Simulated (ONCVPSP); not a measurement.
# Before and after: ONCV potential for bromine

```
Element                 : Br
Generator               : ONCVPSP 4.0.1
Type                    : optimised norm-conserving Vanderbilt (ONCV)
Functional              : PBE
Relativity              : scalar-relativistic
Frozen core             : [Ar]
Valence charge          : 17
Reference configuration : 3d10 4s2 4p5
Partial waves           : 4s: rc 1.50 bohr, ncon 4, nbas 7, qcut 4.4 1/bohr, 2 projectors, debl 1.9 Ha; 4p: rc 1.75 bohr, ncon 4, nbas 7, qcut 4.4 1/bohr, 2 projectors, debl 1.7 Ha; 3d: rc 1.10 bohr, ncon 5, nbas 10, qcut 14 1/bohr, 2 projectors, debl 2 Ha
Local potential         : polynomial inside 1.05 bohr (lpopt 5, dvloc0 0 Ha)
Core correction         : polynomial model core, fcfact 0.5
```

In the d channel the program set the typed energies aside and used -2.452, 0.250 Ha.

Change: local potential polynomial inside 1.05 bohr (lpopt 5, dvloc0 8 Ha).

Cutoffs: the cutoffs (Ha) at which the residual kinetic energy of the hardest occupied pseudo-wave falls to 1 and 0.1 mHa per electron; they do not see the model core or the augmentation charge, which bear on the density cutoff. Errors are all-electron minus pseudo energies relative to the spin-unpolarised reference configuration.

Question: What does the change do?

Answer: The potential gets neither clearly harder nor softer (90 Ha and 119 Ha → 90 Ha and 119 Ha); the errors of the 4 common tests hardly move; the range in which the s phases agree widens (upper end 2.2 → 4.9); neither file shows a bound ghost.

```csv
quantity,base,changed
"cutoff, loose",90 Ha,90 Ha
"cutoff, tight",119 Ha,119 Ha
bound ghosts,none,none
GHOST(+) flags under 300 eV,s at 61.5 eV,s at 164.9 eV
"error for 3d10 4s2 4p4, meV [ΔE 12.55 eV]",-2.3,-2.4
"error for 3d10 4s2 4p3, meV [ΔE 35.31 eV]",-6.7,-6.8
"error for 3d10 4s2 4p2, meV [ΔE 69.30 eV]",-14,-14
"error for 3d10 4s2 4p4.5, meV [ΔE 5.07 eV]",-1.0,-1.0
s: phases at 1.52 bohr within 0.05 rad from the reference energy up to (Ha; the scan ends near 5),2.2,4.9
p: phases at 1.78 bohr within 0.05 rad from the reference energy up to (Ha; the scan ends near 5),4.1,4.3
d: phases at 1.11 bohr within 0.05 rad from the reference energy up to (Ha; the scan ends near 5),to the end of the scan,to the end of the scan
"rms error of d²Exc/dni dnj with the model core, mHa",1.30,1.30
```
